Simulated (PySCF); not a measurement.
Below is a simulated gas-phase C 1s photoelectron spectrum of `[H][Ge]([H])([CH3])[CH2]CCC` (GeH2Me(nBu)).

Every computed line was given a Gaussian of 0.4 eV full width at half maximum and an area set by the number of equivalent atoms; the highest printed point is 100. The calculation used delta-SCF UKS SCAN, pcX-2 on the ionised atom, pcseg-1 elsewhere, spin-free X2C in PySCF.

binding energy (eV), intensity and a bar:
```
    289.4          0 
    289.5          2 
    289.6          6 ##
    289.7         17 #####
    289.8         33 ##########
    289.9         51 ###############
    290.0         64 ###################
    290.1         72 ######################
    290.2         84 #########################
    290.3         99 ##############################
    290.4        100 ##############################
    290.5         79 ########################
    290.6         46 ##############
    290.7         19 ######
    290.8          6 ##
    290.9          1 
    291.0          0
```

Task: How many maxima does the curve show, and how many computed lines lie under it?

Result: The curve has 1 maximum (at 290.4 eV). Under it lie 5 lines from 5 inequivalent carbon sites. At this width some lines have no maximum of their own.

Task: Decompose the envelope and assign each component. Bonds: Ge1–C4, Ge1–C8, C8–C9, C9–C10, C10–C11. Hydrogens: H2, H3 on Ge1; H5, H6, H7 on C4; H12, H13 on C8; H14, H15 on C9; H16, H17 on C10; H18, H19, H20 on C11.

Result: 
```tsv
position (eV)	relative area	line	atoms	environment
289.92	1	C 1s	C8	carbon bonded to C, Ge and 2 H
290.08	1	C 1s	C4	carbon bonded to Ge and 3 H
290.37	1	C 1s	C9	carbon bonded to 2 C and 2 H
290.37	1	C 1s	C10	carbon bonded to 2 C and 2 H
290.44	1	C 1s	C11	carbon bonded to C and 3 H
```

The listed C 1s values span 0.52 eV, from C8 (bonded to C, 2 H and Ge) to C11 (bonded to C and 3 H). The widest gap between neighbouring values is 0.29 eV, between 290.08 and 290.37 eV. The values 290.37 and 290.37 eV lie too close for their order to be trusted.

The curve has no shake-up lines and no vibrational structure. Geometry: PBE0-D3(BJ)/def2-SVP, one conformer, isolated molecule.
